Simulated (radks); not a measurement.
Results of a calculation; reference values are marked as such.
Task: All-electron atom: Ir7+ in [Xe] 4f14 5d2. Level of theory: Dirac Kohn-Sham, BLYP, spin-unpolarised, spherical densities, finite nucleus; open shells fill j = l - 1/2 first; Fermi nuclear charge, rms radius 5.4032 fm (a radial shooting solver on a logarithmic mesh with Libxc functionals). Some entries of the table are withheld. Estimate them.

| orbital | occ. | eigenvalue (hartree) | <1/r> (bohr^-1) | r(max) (bohr) |
|---|---|---|---|---|
| 1s1/2 | 2 | -2796.334 | 92.14 | 0.01082 |
| 2s1/2 | 2 | -491.9327 | 22.56 | 0.06251 |
| 2p1/2 | 2 | -471.5469 | 22.53 | 0.04620 |
| 2p3/2 | 4 | -411.7198 | 18.59 | 0.05335 |
| 3s1/2 | 2 | -117.8788 | 8.283 | 0.1759 |
| 3p1/2 | 2 | -108.7133 | 8.199 | 0.1644 |
| 3p3/2 | 4 | -95.61229 | 7.176 | 0.1790 |
| 3d3/2 | 4 | -80.25393 | 7.073 | 0.1397 |
| 3d5/2 | 6 | -77.42182 | 6.836 | 0.1437 |
| 4s1/2 | 2 | -28.03644 | 3.496 | 0.3977 |
| 4p1/2 | 2 | (1) | 3.387 | 0.3964 |
| 4p3/2 | 4 | (2) | 3.031 | 0.4267 |
| 4d3/2 | 4 | -14.69876 | 2.824 | 0.4209 |
| 4d5/2 | 6 | -14.12263 | 2.741 | 0.4304 |
| 5s1/2 | 2 | -7.17495 | 1.423 | 0.8852 |
| 4f5/2 | 6 | (3) | 2.344 | 0.3921 |
| 5p1/2 | 2 | -5.91678 | (4) | 0.9351 |
| 4f7/2 | 8 | (5) | 2.312 | 0.3967 |
| 5p3/2 | 4 | -5.36643 | (6) | 1.009 |
| 5d3/2 | 2 | -3.56883 | 0.9714 | (7) |
| 5d5/2 | 0 | -3.49506 | 0.9487 | (8) |

Result: 
(1) 4p1/2 eigenvalue (hartree): -24.16311
(2) 4p3/2 eigenvalue (hartree): -21.06162
(3) 4f5/2 eigenvalue (hartree): -6.02027
(4) 5p1/2 <1/r> (bohr^-1): 1.311
(5) 4f7/2 eigenvalue (hartree): -5.90453
(6) 5p3/2 <1/r> (bohr^-1): 1.194
(7) 5d3/2 r(max) (bohr): 1.176
(8) 5d5/2 r(max) (bohr): 1.203
